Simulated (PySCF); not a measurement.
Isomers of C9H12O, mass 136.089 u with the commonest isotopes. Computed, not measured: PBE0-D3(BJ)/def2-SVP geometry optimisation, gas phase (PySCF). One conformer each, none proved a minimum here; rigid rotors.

Question: Order these by rotational constant B, smallest first.
A. `[CH3:1][CH2:2][CH2:3][c:4]1[cH:5][cH:6][cH:7][c:8]([OH:9])[cH:10]1` with C1–C2–C3–C4 63°, C2–C3–C4–C5 -101°, C7–C8–O9–H 0° (3-propylphenol)
B. `[CH3:1][C@H:2]1[CH2:3][C:4](=[O:5])[CH:6]=[C:7]1[CH:8]1[CH2:9][CH2:10]1` with C6–C7–C8–C9 40°
C. `[CH3:1][CH2:2][O:3][c:4]1[cH:5][cH:6][cH:7][cH:8][c:9]1[CH3:10]` with C1–C2–O3–C4 180°, C2–O3–C4–C5 0°

Answer: A (842.4 MHz), C (920.8 MHz), B (986.6 MHz).

Question: Order these by rotational constant C, smallest first.
A. `[CH3:1][CH2:2][O:3][c:4]1[cH:5][cH:6][cH:7][cH:8][c:9]1[CH3:10]` with C1–C2–O3–C4 180°, C2–O3–C4–C5 0° (2-methylphenetole)
B. `[CH3:1][C@H:2]1[CH2:3][C:4](=[O:5])[CH:6]=[C:7]1[CH:8]1[CH2:9][CH2:10]1` with C6–C7–C8–C9 40°
C. `[CH3:1][CH2:2][CH2:3][c:4]1[cH:5][cH:6][cH:7][c:8]([OH:9])[cH:10]1` with C1–C2–C3–C4 63°, C2–C3–C4–C5 -101°, C7–C8–O9–H 0°

Answer: A (679.5 MHz), C (719.0 MHz), B (741.6 MHz).

Question: Order these by rotational constant A, largest first.
A. `[CH3:1][CH2:2][CH2:3][c:4]1[cH:5][cH:6][cH:7][c:8]([OH:9])[cH:10]1` with C1–C2–C3–C4 63°, C2–C3–C4–C5 -101°, C7–C8–O9–H 0° (3-propylphenol)
B. `[CH3:1][CH2:2][O:3][c:4]1[cH:5][cH:6][cH:7][cH:8][c:9]1[CH3:10]` with C1–C2–O3–C4 180°, C2–O3–C4–C5 0°
C. `[CH3:1][C@H:2]1[CH2:3][C:4](=[O:5])[CH:6]=[C:7]1[CH:8]1[CH2:9][CH2:10]1` with C6–C7–C8–C9 40°

Answer: B (2472 MHz), A (2359 MHz), C (2104 MHz).

```json
{"SMILES": "CCOc1ccccc1C", "point group": "Cs", "Ia (u·Å²)": "204.46", "Ib (u·Å²)": "548.86", "Ic (u·Å²)": "743.80", "κ": "-0.73", "μa (D)": "1.26", "μb (D)": "0.67", "μc (D)": "0.00"}
{"SMILES": "CCCc1cccc(O)c1", "point group": "C1", "Ia (u·Å²)": "214.27", "Ib (u·Å²)": "599.90", "Ic (u·Å²)": "702.88", "κ": "-0.85", "μa (D)": "0.72", "μb (D)": "0.64", "μc (D)": "0.40"}
{"SMILES": "C[C@H]1CC(=O)C=C1C1CC1", "point group": "C1", "Ia (u·Å²)": "240.17", "Ib (u·Å²)": "512.25", "Ic (u·Å²)": "681.43", "κ": "-0.64", "μa (D)": "3.70", "μb (D)": "2.61", "μc (D)": "0.67"}
```
